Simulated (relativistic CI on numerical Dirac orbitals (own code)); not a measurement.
Computed by Dirac-Coulomb-Breit CI, separate exchange-only KLI orbitals for each configuration, a model potential for QED, unscaled Slater integrals (own radial code, finite nucleus).

Configuration list (outside the closed core [Ne]): 3s2 3p6 3d4, 3s2 3p5 3d5, 3s 3p6 3d5, 3s2 3p6 3d3 4s, 3s2 3p6 3d3 4p, 3s2 3p6 3d3 4d, 3s2 3p5 3d4 4s, 3s2 3p6 3d3 4f, 3s2 3p5 3d4 4p, 3s 3p6 3d4 4s, 3p6 3d5 4p, 3s 3p6 3d4 4p, 3s2 3p6 3d2 4s 4p, 3s2 3p6 3d3 5s, 3s2 3p6 3d3 5p, 3s 3p6 3d4 4d, 3s2 3p6 3d3 5d, 3s2 3p6 3d3 5g, 3s2 3p6 3d3 6s, 3p6 3d6, 3p5 3d7, 3p5 3d6 4s, 3p6 3d5 4s, 3p5 3d5 4s2, 3s2 3p6 3d2 4s2, 3s2 3p6 3d 4s2 4p, 3s2 3p6 3d 4s2 4d, 3s2 3p6 3d2 4p2, 3s2 3p6 3d 4s 4p2, 3s2 3p6 3d 4p3, 3s2 3p6 3d 4p2 4d, 3s2 3p5 3d2 4s 4p2, 3s2 3p6 3d2 4s 4d, 3s2 3p6 3d 4s 4p 4d, 3s2 3p6 3d 4s 4d2, 3s2 3p5 3d2 4s2 4d, 3s 3p6 3d3 4s2, 3s 3p6 3d2 4s2 4p, 3s 3p6 3d2 4s2 4d. Double excitations out of closed p, d and f shells are left out; levels of such configurations are missing from the list, as are those of other unlisted configurations, and high levels can miss mixing partners. These lack a partner that the ground configuration has and come out too high: 3s2 3p5 3d4 4p.

At this charge energies of transitions that change n are usually good to better than 1 %, and those within a shell (Δn = 0) to a few per cent.

Outline of the computed level scheme of Gd XLIII. Lowest level of each configuration: 3s2 3p6 3d4 3P_0 at 0.000 eV; 3s2 3p5 3d5 5D°_4 at 274.852 eV.

Some strong electric-dipole decays among the lowest 45 levels: 3s2 3p5 3d5 5D°_3 → 3s2 3p6 3d4 5D_2 (2.1e+10 s⁻¹); 3s2 3p5 3d5 3F°_2 → 3s2 3p6 3d4 5D_1 (2.0e+10 s⁻¹); 3s2 3p5 3d5 5P°_1 → 3s2 3p6 3d4 3P_0 (1.0e+10 s⁻¹); 3s2 3p5 3d5 5D°_3 → 3s2 3p6 3d4 5D_3 (5.6e+09 s⁻¹); 3s2 3p5 3d5 3F°_2 → 3s2 3p6 3d4 5D_3 (3.3e+09 s⁻¹); 3s2 3p5 3d5 3P°_2 → 3s2 3p6 3d4 5D_3 (3.2e+09 s⁻¹); 3s2 3p5 3d5 5D°_3 → 3s2 3p6 3d4 3F_4 (2.3e+09 s⁻¹); 3s2 3p5 3d5 5D°_4 → 3s2 3p6 3d4 3F_4 (2.1e+09 s⁻¹).

LS names give the leading component of a level, which can be under half, so a name can repeat, a term be missing and a line seem to break the LS rules.
